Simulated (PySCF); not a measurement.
The multiplicity is imposed and other spin states were not computed.

**[Zn(CH3)] (charge 0, multiplicity 2)**

All values below come from TPSSh-D3(BJ)/def2-TZVP // PBE-D3(BJ)/def2-SVP (PySCF).

```
Quantity                                                                          Value
----------------------------------------------  ---------------------------------------
highest occupied spin orbital                                                  -4.60 eV
dipole moment                                                                    0.25 D
charge on the central atom (Mulliken)                                            0.14 e
charge on the central atom (meta-Löwdin)                                         0.48 e
spin population on the central atom (Mulliken)                                     0.69
total energy                                                               -49504.94 eV
cost                                            about 100 core-seconds (a rough figure)
```

Bonded distances (Å): Zn1–C2 2.025, C2–H3 1.109, C2–H4 1.109, C2–H5 1.109. Bond angles (°): Zn1–C2–H3 108.8, Zn1–C2–H4 108.8, Zn1–C2–H5 108.8, H3–C2–H4 110.2, H3–C2–H5 110.2, H4–C2–H5 110.2.
Charge 0, spin multiplicity 2.
